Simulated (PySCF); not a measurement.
Isomers of C6H8NOP.

All values: PBE0/pcSseg-1 (PySCF) at GFN2-xTB geometries, gas phase, one conformer each.

Question: Rank by HOMO energy, highest first.
A. `[OH:1][CH2:2][PH:3][c:4]1[cH:5][cH:6][n:7][cH:8][cH:9]1` with H–O1–C2–P3 -63°, O1–C2–P3–C4 56°, C2–P3–C4–C5 -104°
B. `[CH3:1][P@@H:2](=[O:3])[c:4]1[cH:5][cH:6][cH:7][cH:8][n:9]1` with C1–P2–C4–C5 -128°
C. `[CH3:1][C:2](=[O:3])[c:4]1[p:5][cH:6][cH:7][n:8]1[CH3:9]` with C1–C2–C4–P5 0°
D. `[CH3:1][P@@H:2](=[O:3])[c:4]1[cH:5][cH:6][n:7][cH:8][cH:9]1` with C1–P2–C4–C5 64°
E. `[CH3:1][O:2][c:3]1[n:4][c:5]([CH3:6])[cH:7][cH:8][p:9]1` with C1–O2–C3–N4 0°

Answer: E (-6.50 eV), C (-6.82 eV), A (-7.05 eV), B (-7.52 eV), D (-7.65 eV).

Question: Rank by HOMO–LUMO gap, lowest first.
A. `[OH:1][CH2:2][PH:3][c:4]1[cH:5][cH:6][n:7][cH:8][cH:9]1` with H–O1–C2–P3 -63°, O1–C2–P3–C4 56°, C2–P3–C4–C5 -104°
B. `[CH3:1][O:2][c:3]1[p:4][cH:5][n:6][cH:7][c:8]1[CH3:9]` with C1–O2–C3–P4 0°
C. `[CH:1]#[C:2][CH2:3][P:4]([CH2:5][OH:6])[CH2:7][C:8]#[N:9]` with C2–C3–P4–C5 166°, C3–P4–C5–O6 71°, P4–C5–O6–H 69°, C3–P4–C7–C8 167°
D. `[CH3:1][O:2][c:3]1[cH:4][n:5][c:6]([CH3:7])[cH:8][p:9]1` with C1–O2–C3–C4 180°
E. `[CH3:1][CH2:2][n:3]1[cH:4][p:5][cH:6][c:7]1[CH:8]=[O:9]` with C1–C2–N3–C4 93°, C6–C7–C8–O9 -179°
F. `[CH3:1][P@@H:2](=[O:3])[c:4]1[cH:5][cH:6][cH:7][cH:8][n:9]1` with C1–P2–C4–C5 -128°

Answer: D (5.01 eV), E (5.17 eV), B (5.49 eV), A (5.81 eV), F (6.09 eV), C (7.39 eV).

Question: Rank by LUMO energy, lowest first.
A. `[OH:1][CH2:2][PH:3][c:4]1[cH:5][cH:6][n:7][cH:8][cH:9]1` with H–O1–C2–P3 -63°, O1–C2–P3–C4 56°, C2–P3–C4–C5 -104°
B. `[CH3:1][C:2](=[O:3])[c:4]1[p:5][cH:6][cH:7][n:8]1[CH3:9]` with C1–C2–C4–P5 0°
C. `[CH:1]#[C:2][CH2:3][P:4]([CH2:5][OH:6])[CH2:7][C:8]#[N:9]` with C2–C3–P4–C5 166°, C3–P4–C5–O6 71°, P4–C5–O6–H 69°, C3–P4–C7–C8 167°
D. `[CH3:1][O:2][c:3]1[p:4][cH:5][n:6][cH:7][c:8]1[CH3:9]` with C1–O2–C3–P4 0°

Answer: B (-1.76 eV), D (-1.48 eV), A (-1.24 eV), C (-0.13 eV).

All values together:

```tsv
SMILES	μ (D)	HOMO (eV)	LUMO (eV)	lowest IAO charge (e)	highest IAO charge (e)	lowest Hirshfeld charge (e)	highest Hirshfeld charge (e)
C#CCP(CO)CC#N	2.88	-7.52	-0.13	-0.537 (O)	+0.511 (P)	-0.229 (N)	+0.172 (P)
C[P@@H](=O)c1ccncc1	3.45	-7.65	-1.52	-0.920 (O)	+1.430 (P)	-0.398 (O)	+0.418 (P)
OCPc1ccncc1	0.99	-7.05	-1.24	-0.533 (O)	+0.351 (H)	-0.228 (O)	+0.149 (H)
COc1cnc(C)pc1	2.07	-6.78	-1.76	-0.433 (C)	+0.326 (P)	-0.148 (N)	+0.085 (P)
COc1cnc(C)cp1	1.86	-6.80	-1.79	-0.435 (C)	+0.311 (P)	-0.149 (N)	+0.081 (P)
CCn1cpcc1C=O	1.61	-6.85	-1.68	-0.427 (O)	+0.281 (P)	-0.224 (O)	+0.108 (C)
CC(=O)c1cn(C)cp1	4.60	-6.78	-1.18	-0.479 (C)	+0.384 (C)	-0.256 (O)	+0.145 (C)
CC(=O)c1pccn1C	2.42	-6.82	-1.76	-0.477 (C)	+0.361 (C)	-0.236 (O)	+0.140 (C)
COc1nccpc1C	0.88	-6.97	-1.78	-0.435 (C)	+0.405 (P)	-0.160 (N)	+0.134 (C)
COc1nc(C)ccp1	2.35	-6.50	-1.59	-0.436 (C)	+0.294 (P)	-0.155 (N)	+0.081 (C)
COc1pcncc1C	2.75	-6.96	-1.48	-0.422 (C)	+0.222 (P)	-0.165 (N)	+0.059 (H)
C[P@@H](=O)c1ccccn1	3.93	-7.52	-1.43	-0.931 (O)	+1.427 (P)	-0.408 (O)	+0.408 (P)
```

Conformers: `[CH:1]#[C:2][CH2:3][P:4]([CH2:5][OH:6])[CH2:7][C:8]#[N:9]` with C2–C3–P4–C5 166°, C3–P4–C5–O6 71°, P4–C5–O6–H 69°, C3–P4–C7–C8 167°; `[CH3:1][P@@H:2](=[O:3])[c:4]1[cH:5][cH:6][n:7][cH:8][cH:9]1` with C1–P2–C4–C5 64°; `[OH:1][CH2:2][PH:3][c:4]1[cH:5][cH:6][n:7][cH:8][cH:9]1` with H–O1–C2–P3 -63°, O1–C2–P3–C4 56°, C2–P3–C4–C5 -104°; `[CH3:1][O:2][c:3]1[cH:4][n:5][c:6]([CH3:7])[p:8][cH:9]1` with C1–O2–C3–C4 0°; `[CH3:1][O:2][c:3]1[cH:4][n:5][c:6]([CH3:7])[cH:8][p:9]1` with C1–O2–C3–C4 180°; `[CH3:1][CH2:2][n:3]1[cH:4][p:5][cH:6][c:7]1[CH:8]=[O:9]` with C1–C2–N3–C4 93°, C6–C7–C8–O9 -179°; `[CH3:1][C:2](=[O:3])[c:4]1[cH:5][n:6]([CH3:7])[cH:8][p:9]1` with C1–C2–C4–C5 180°; `[CH3:1][C:2](=[O:3])[c:4]1[p:5][cH:6][cH:7][n:8]1[CH3:9]` with C1–C2–C4–P5 0°; `[CH3:1][O:2][c:3]1[n:4][cH:5][cH:6][p:7][c:8]1[CH3:9]` with C1–O2–C3–N4 0°; `[CH3:1][O:2][c:3]1[n:4][c:5]([CH3:6])[cH:7][cH:8][p:9]1` with C1–O2–C3–N4 0°; `[CH3:1][O:2][c:3]1[p:4][cH:5][n:6][cH:7][c:8]1[CH3:9]` with C1–O2–C3–P4 0°; `[CH3:1][P@@H:2](=[O:3])[c:4]1[cH:5][cH:6][cH:7][cH:8][n:9]1` with C1–P2–C4–C5 -128°.
